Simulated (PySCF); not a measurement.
Stepwise substitution at one centre (Ga Br-SiH3). Gas-phase values, no solvent. Strings in code marks are SMILES.

The dipole moment from two functionals at the same geometries (B3LYP-D3(BJ)/def2-TZVP), both in PySCF: PBE-D3(BJ)/def2-TZVP and M06-2X/def2-TZVP. 

| species | PBE-D3(BJ)/def2-TZVP (D) | M06-2X/def2-TZVP (D) |
|---|---|---|
| 0 of 3 Br replaced by SiH3 | 0.00 | 0.00 |
| 1 of 3 Br replaced by SiH3 (`[SiH3][Ga]([Br])[Br]`) | 2.44 | 2.64 |
| 2 of 3 Br replaced by SiH3 (`[SiH3][Ga]([Br])[SiH3]`) | 2.06 | 2.37 |
| 3 of 3 Br replaced by SiH3 | 0.06 | 0.08 |

Over these rows, drawn at random from the members with no instability flagged (it was tested for open shells, ions and some series alone), PBE minus M06-2X: mean -0.13 D, from -0.31 D to 0.00 D.
